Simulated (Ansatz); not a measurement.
Consider the formal exchange of groups at the Si–C bond: `CC[SiH2]S` + `F[SiH3]` → `F[SiH2][SiH2]S` + ethane.

Computed with Ansatz on PBE0-D4/def2-TZVP structures; ΔE is electronic, products minus reactants. CCSD(T)/CBS adds triple-zeta CCSD(T) − MP2 to the extrapolated MP2 energy (def2 sets, frozen cores). This one scheme is used for every species. Functionals use def2-TZVPP. Each species was taken in one conformer, which may not be the lowest.

| species | B2PLYP energy (Eh) |
| --- | --- |
| `CC[SiH2]S` | -768.46696 |
| `F[SiH3]` | -391.06889 |
| `F[SiH2][SiH2]S` | -1079.76151 |
| `CC` | -79.77340 |

Q: Work out ΔE.

A: ΔE = (-1079.76151) + (-79.77340) − (-768.46696) − (-391.06889) = 0.00094 Eh = +0.03 eV. CCSD(T)/CBS gives +0.04 eV.

Q: What do rigid-rotor, harmonic-oscillator terms from PBE0-D4/def2-TZVP frequencies (298.15 K, 1 bar) make of the CCSD(T)/CBS value? (An estimate is asked.)

A: Computed: ΔZPE = +0.06 eV, ΔH = +0.11 eV, ΔS = 2 J/(mol·K), ΔG = +0.10 eV. Modes under 50 cm⁻¹ make the entropy rough.

Largest T1 diagnostic among the species: 0.012.

Leaving LDA and LC-ωPBE aside and taking each functional with its dispersion term where it has one, the values, not all of them listed here, spread over 0.19 eV, from PBE-D4 to ωB97M-V. LDA lies +0.05 eV from PBE without D4. From PBE to PBE0 (25 % exact exchange), in def2-TZVPP and without D4, ΔE moves by +0.05 eV.
